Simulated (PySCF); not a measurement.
A structure optimised at GFN2-xTB (Å):
```
atom  x, y, z in Å
C1    -0.407   -1.213   -1.419
Si2   -0.001   -0.001   -0.002
C3     0.008    1.786   -0.675
C4    -1.320   -0.155    1.370
C5     1.716   -0.416    0.722
H6    -1.380   -1.004   -1.853
H7    -0.419   -2.242   -1.070
H8     0.327   -1.148   -2.217
H9     0.242    2.502    0.106
H10   -0.958    2.058   -1.089
H11    0.746    1.908   -1.462
H12   -2.312    0.075    0.994
H13   -1.351   -1.160    1.779
H14   -1.117    0.526    2.192
H15    1.746   -1.426    1.117
H16    2.493   -0.337   -0.033
H17    1.977    0.259    1.531
```

Charge 0, singlet.

**Question.** Read off the bonds between heavy atoms and their formal orders.

**Answer.** C1–Si2 1.91 Å (single); Si2–C3 1.91 Å (single); Si2–C4 1.91 Å (single); Si2–C5 1.91 Å (single). Bonds to hydrogen (Å): C1–H6 1.09; C1–H7 1.09; C1–H8 1.09; C3–H9 1.09; C3–H10 1.09; C3–H11 1.09; C4–H12 1.09; C4–H13 1.09; C4–H14 1.09; C5–H15 1.09; C5–H16 1.09; C5–H17 1.09.

**Question.** Which species is it?

**Answer.** `C[Si](C)(C)C`, C4H12Si, TMS.

**Question.** What is the point group of this geometry?

**Answer.** Td (every atom within 0.08 Å of its image).

**Question.** Describe the place of each heavy atom.

**Answer.** C1/C3/C4/C5: Si-methyl carbon; Si2: four-coordinate silicon.

**Question.** What is the arrangement about C1?

**Answer.** It has 4 neighbours (Si2, H6, H7, H8) and is tetrahedral (angles from 107.5° to 111.4°).

**Question.** What is the arrangement about Si2?

**Answer.** It has 4 neighbours (C1, C3, C4, C5) and is tetrahedral (angles from 109.4° to 109.6°).

All values are computed, not measured.
